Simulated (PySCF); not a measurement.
All of these have the formula C5H10O2Si. Method: TDDFT B3LYP/def2-SVPD, vertical, gas phase, core orbitals frozen in the response (PySCF 2.14.0, density-fitted response routines). Geometries: GFN2-xTB; one conformer of each isolated species. Triplets are in the Tamm–Dancoff approximation.

A. `C=C1O[SiH2]CC[C@H]1O`
B. `C=C[C@@H]1CC[Si]1(O)O`
C. `C=CC1CO[SiH2]OC1`
D. `C[C@H]1C=CC[Si]1(O)O`

Lowest singlet levels (six at most, fewer where fewer were computed) with oscillator strengths:

1. 209 nm (f 0.007); 202 nm (f 0.004); 194 nm (f 0.002); 190 nm (f 0.022); 186 nm (f 0.013); 183 nm (f 0.012); T1 4.53 eV
2. 188 nm (f 0.003); 184 nm (f 0.020); 183 nm (f 0.130); 180 nm (f 0.035); 176 nm (f 0.000); 174 nm (f 0.003); T1 4.55 eV
3. 220 nm (f 0.032); 198 nm (f 0.109); 190 nm (f 0.109); 188 nm (f 0.026); 184 nm (f 0.009); 180 nm (f 0.082); T1 4.30 eV
4. 229 nm (f 0.001); 216 nm (f 0.132); 199 nm (f 0.091); 191 nm (f 0.018); 189 nm (f 0.016); 185 nm (f 0.065); T1 4.18 eV

**Question.** Match each spectrum to its molecule.

**Answer.** 1 = D, 2 = C, 3 = A, 4 = B.
- A: S1 at 5.63 eV, HOMO→LUMO (86%), HOMO→LUMO+1 (13%); Löwdin shares by element: HOMO carbon 59% or more, oxygen 21% or more (atoms not listed hold the other 21%); LUMO oxygen 18% or more, silicon 12%, hydrogen 12% or more, carbon 11% or more (atoms not listed hold the other 48%); HOMO -6.55 and LUMO -0.13 eV.
- B: S1 at 5.41 eV, HOMO→LUMO (96%); Löwdin shares by element: HOMO carbon 64% or more, silicon 10% (atoms not listed hold the other 26%); LUMO oxygen 29%, silicon 21%, hydrogen 15% or more (atoms not listed hold the other 35%); HOMO -6.42 and LUMO -0.24 eV.
- C: S1 at 6.60 eV, HOMO-1→LUMO (95%); Löwdin shares by element: HOMO carbon 65% or more, oxygen 6% or more (atoms not listed hold the other 29%); LUMO carbon 64% or more, hydrogen 12% or more (atoms not listed hold the other 24%); HOMO -7.33 and LUMO -0.14 eV; point group Cs, 1 of its 6 listed states under f = 0.0005.
- D: S1 at 5.93 eV, HOMO→LUMO (96%); Löwdin shares by element: HOMO carbon 81% or more (atoms not listed hold the other 19%); LUMO oxygen 32%, silicon 24%, hydrogen 12% or more (atoms not listed hold the other 32%); HOMO -6.83 and LUMO -0.19 eV.
